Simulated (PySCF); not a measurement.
C4H10AlO (SMILES [CH3][Al][O]C(C)C), doublet, at a GFN2-xTB geometry (such geometries of metal compounds can be far from the true shape) (the spin is typed, not shown lowest) (in this run its highest filled SCF level lies above zero, so its values depend strongly on the basis, on diffuse functions most of all), atoms displaced at random by about 0.08 Å a coordinate; PySCF with DF-R2SCAN/STO-3G, gradient.

The PySCF input:
```python
from pyscf import gto, scf, dft

mol = gto.Mole()
mol.atom = '''
    Al    0.626376    0.447432    1.399678
    C    -0.404170    1.278947    3.031209
    H    -1.378149    0.756803    3.339525
    H    -0.767832    2.381420    2.728995
    H     0.304249    1.439404    3.750270
    O     0.036136    0.180248   -0.089404
    C    -0.621928   -0.380005   -1.553536
    C    -0.635403   -1.769421   -1.379053
    C     0.557505    0.132936   -2.560513
    H    -1.564599    0.231266   -1.737240
    H     0.249076   -2.454697   -1.124312
    H    -1.081242   -2.077747   -2.427903
    H    -1.369988   -2.119106   -0.577323
    H     0.766463    1.110631   -2.471867
    H     1.547161   -0.548878   -2.229320
    H     0.179516   -0.264356   -3.426504
'''
mol.basis = 'sto-3g'
mol.charge = 0
mol.spin = 1
mol.verbose = 4
mol.build()

mf = dft.UKS(mol)
mf.xc = 'r2scan'
mf = mf.density_fit(auxbasis='def2-universal-jkfit')
mf.kernel()
g = mf.nuc_grad_method()
g.auxbasis_response = False
grad = g.kernel()
```

It wrote (shortened):

```
PySCF version 2.14.0

[INPUT] verbose = 4
[INPUT] num. atoms = 16
[INPUT] num. electrons = 55
[INPUT] charge = 0
[INPUT] spin (= nelec alpha-beta = 2S) = 1
[INPUT] symmetry False subgroup None
[INPUT] Mole.unit = angstrom
[INPUT] Symbol           X                Y                Z      unit          X                Y                Z       unit  Magmom
[INPUT]  1 Al     0.626376000000   0.447432000000   1.399678000000 AA    1.183679091001   0.845523939366   2.645008082579 Bohr   0.0
[INPUT]  2 C     -0.404170000000   1.278947000000   3.031209000000 AA   -0.763770607765   2.416859557834   5.728154836317 Bohr   0.0
[INPUT]  3 H     -1.378149000000   0.756803000000   3.339525000000 AA   -2.604324168843   1.430150400249   6.310787636138 Bohr   0.0
[INPUT]  4 H     -0.767832000000   2.381420000000   2.728995000000 AA   -1.450992189677   4.500231587562   5.157053145307 Bohr   0.0
[INPUT]  5 H      0.304249000000   1.439404000000   3.750270000000 AA    0.574947283673   2.720079342603   7.086983193173 Bohr   0.0
[INPUT]  6 O      0.036136000000   0.180248000000  -0.089404000000 AA    0.068287143237   0.340619354501  -0.168949074441 Bohr   0.0
[INPUT]  7 C     -0.621928000000  -0.380005000000  -1.553536000000 AA   -1.175273589198  -0.718105375965  -2.935757564652 Bohr   0.0
[INPUT]  8 C     -0.635403000000  -1.769421000000  -1.379053000000 AA   -1.200737648727  -3.343721089054  -2.606032481260 Bohr   0.0
[INPUT]  9 C      0.557505000000   0.132936000000  -2.560513000000 AA    1.053531763076   0.251212632095  -4.838668308388 Bohr   0.0
[INPUT] 10 H     -1.564599000000   0.231266000000  -1.737240000000 AA   -2.956663604768   0.437029401924  -3.282907812639 Bohr   0.0
[INPUT] 11 H      0.249076000000  -2.454697000000  -1.124312000000 AA    0.470685424202  -4.638705048791  -2.124641758562 Bohr   0.0
[INPUT] 12 H     -1.081242000000  -2.077747000000  -2.427903000000 AA   -2.043251254377  -3.926372786137  -4.588071727010 Bohr   0.0
[INPUT] 13 H     -1.369988000000  -2.119106000000  -0.577323000000 AA   -2.588902113941  -4.004529968923  -1.090982355412 Bohr   0.0
[INPUT] 14 H      0.766463000000   1.110631000000  -2.471867000000 AA    1.448405154613   2.098788415452  -4.671151646350 Bohr   0.0
[INPUT] 15 H      1.547161000000  -0.548878000000  -2.229320000000 AA    2.923710560608  -1.037229095799  -4.212804244015 Bohr   0.0
[INPUT] 16 H      0.179516000000  -0.264356000000  -3.426504000000 AA    0.339236074977  -0.499560439386  -6.475154124727 Bohr   0.0

nuclear repulsion = 269.519639068179
number of shells = 30
number of NR pGTOs = 132
number of NR cGTOs = 44
basis = sto-3g
ecp = {}

******** <class 'pyscf.df.df_jk.DFUKS'> ********
method = DFUKS
initial guess = minao
damping factor = 0
level_shift factor = 0
DIIS = <class 'pyscf.scf.diis.CDIIS'>
diis_start_cycle = 1
diis_space = 8
diis_damp = 0
SCF conv_tol = 1e-09
SCF conv_tol_grad = None
SCF max_cycles = 50
direct_scf = False
number electrons alpha = 28  beta = 27
XC library pyscf.dft.libxc version 7.1.2
    S. Lehtola, C. Steigemann, M. J. T. Oliveira, and M. A. L. Marques,  SoftwareX 7, 1–5 (2018)
XC functionals = r2scan
    J. W. Furness, A. D. Kaplan, J. Ning, J. P. Perdew, and J. Sun,  J. Phys. Chem. Lett. 11, 8208–8215 (2020)
    J. W. Furness, A. D. Kaplan, J. Ning, J. P. Perdew, and J. Sun,  J. Phys. Chem. Lett. 11, 9248–9248 (2020)
    J. W. Furness, A. D. Kaplan, J. Ning, J. P. Perdew, and J. Sun,  J. Phys. Chem. Lett. 11, 8208–8215 (2020)
    J. W. Furness, A. D. Kaplan, J. Ning, J. P. Perdew, and J. Sun,  J. Phys. Chem. Lett. 11, 9248–9248 (2020)
radial grids:
    Treutler-Ahlrichs [JCP 102, 346 (1995); DOI:10.1063/1.469408] (M4) radial grids

becke partition: Becke, JCP 88, 2547 (1988); DOI:10.1063/1.454033
pruning grids: <function nwchem_prune>
grids dens level: 3
symmetrized grids: False
atomic radii adjust function: <function treutler_atomic_radii_adjust>
small_rho_cutoff = 0
Set gradient conv threshold to 3.16228e-05
tot grids = 187816
init E= -469.759899324666

cycle= 1 E= -469.663831999438  delta_E= 0.0961  |g|= 0.566  |ddm|=  3.4
cycle= 2 E= -465.940555611121  delta_E= 3.72  |g|= 2.18  |ddm|= 3.41
cycle= 3 E= -469.892185128416  delta_E= -3.95  |g|= 0.254  |ddm|= 2.94
cycle= 4 E= -469.929990540707  delta_E= -0.0378  |g|= 0.126  |ddm|= 0.681
cycle= 5 E= -469.940892398132  delta_E= -0.0109  |g|= 0.0312  |ddm|= 0.214
cycle= 6 E= -469.941437968827  delta_E= -0.000546  |g|= 0.0118  |ddm|= 0.0604
cycle= 7 E= -469.941553843717  delta_E= -0.000116  |g|= 0.00365  |ddm|= 0.0288
cycle= 8 E= -469.941565487841  delta_E= -1.16e-05  |g|= 0.001  |ddm|= 0.00791
cycle= 9 E= -469.941566382642  delta_E= -8.95e-07  |g|= 0.000383  |ddm|= 0.00231
cycle= 10 E= -469.94156653774  delta_E= -1.55e-07  |g|= 0.000107  |ddm|= 0.000808
cycle= 11 E= -469.941566558951  delta_E= -2.12e-08  |g|= 4.73e-05  |ddm|= 0.000431
cycle= 12 E= -469.941566560644  delta_E= -1.69e-09  |g|= 1.66e-05  |ddm|= 9.98e-05
cycle= 13 E= -469.941566560937  delta_E= -2.93e-10  |g|= 8.15e-06  |ddm|= 5.1e-05
Extra cycle  E= -469.941566560896  delta_E= 4.09e-11  |g|= 1.24e-05  |ddm|= 4.27e-05
converged SCF energy = -469.941566560896  <S^2> = 0.75979079  2S+1 = 2.0097669

******** <class 'pyscf.df.grad.uks.Gradients'> for <class 'pyscf.df.df_jk.DFUKS'> ********
unit = Eh/Bohr
grid_response = False
--------------- DFUKS gradients ---------------
         x                y                z
0 Al     0.0105590926    -0.0092326484    -0.0268350660
1 C     0.0825699714    -0.0323390327     0.1005669877
2 H    -0.0381362956    -0.0098311748    -0.0012454145
3 H    -0.0186707988     0.0534665746    -0.0106239739
4 H    -0.0383112665    -0.0007295513    -0.0629364243
5 O     0.0387317829     0.0147880598     0.0639709377
6 C    -0.1037886327    -0.1822672027    -0.0862255037
7 C     0.0630299501     0.1566298838     0.0218396155
8 C    -0.0257909716     0.1575984525    -0.0995334249
9 H    -0.0102928148     0.0245418459    -0.0037874692
10 H     0.0074879017    -0.0408390210     0.0183879036
11 H    -0.0166103778     0.0157903670    -0.0423195385
12 H    -0.0066039548    -0.0141448754     0.0234043666
13 H    -0.0130548444    -0.0933489630     0.0007121002
14 H     0.0617516772    -0.0489397208     0.0251523971
15 H     0.0078180778     0.0075917503     0.0783848324
----------------------------------------------
```
